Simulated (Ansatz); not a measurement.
`[F][GeH]1[CH2][InH]1`, 8 atoms. The species carries charge 0 and has multiplicity 1. Correlated methods include outer-core shells of Ge, In, which these sets cover unevenly. Scalar relativity is left out up to krypton. In: def2 effective core potential. All runs use 4 threads of an Intel Xeon Platinum 8259CL on a shared host. Correlated methods freeze the cores.

(1) How many basis functions does each run have, and how long does it take in Ansatz? RKS r2SCAN-D4/def2-TZVPP energy and forces; RHF-CCSD(T)/def2-SVP energy; direct RPA on PBE orbitals/def2-TZVPP energy; RKS ωB97M-V/def2-TZVPP energy and forces; RKS PBE0-D4/def2-TZVP relaxation (11 steps); RKS PBE0-D4/def2-SVP energy; RHF-MP2/def2-QZVPP energy; RKS PBE0-D4/def2-TZVP frequencies; RKS ωB97M-V/def2-SVP energy; RKS PBE0-D4/def2-QZVPP energy; RKS ωB97M-V/def2-QZVPP energy; RKS BLYP-D4/def2-TZVPP energy. (Estimate.)

Answers

(1) Computed: Other jobs shared the machine, so times are rough.

```
                                level                    job  functions  wall time  peak host memory (GiB)
                 RKS PBE0-D4/def2-SVP                 energy        106      1.6 s                    0.27
               RKS BLYP-D4/def2-TZVPP                 energy        216      2.5 s                     0.3
                 RKS ωB97M-V/def2-SVP                 energy        106      5.5 s                    0.39
             RKS r2SCAN-D4/def2-TZVPP      energy and forces        216      5.5 s                    0.33
direct RPA on PBE orbitals/def2-TZVPP                 energy        216      5.5 s                    0.59
                 RHF-CCSD(T)/def2-SVP                 energy        106        8 s                    0.55
               RKS PBE0-D4/def2-QZVPP                 energy        405      8.5 s                     1.5
               RKS ωB97M-V/def2-TZVPP      energy and forces        216       14 s                    0.86
               RKS ωB97M-V/def2-QZVPP                 energy        405       18 s                     1.8
                   RHF-MP2/def2-QZVPP                 energy        405       20 s                     2.1
                RKS PBE0-D4/def2-TZVP  relaxation (11 steps)        184       55 s                    0.56
                RKS PBE0-D4/def2-TZVP            frequencies        184    2.2 min                    0.55
```
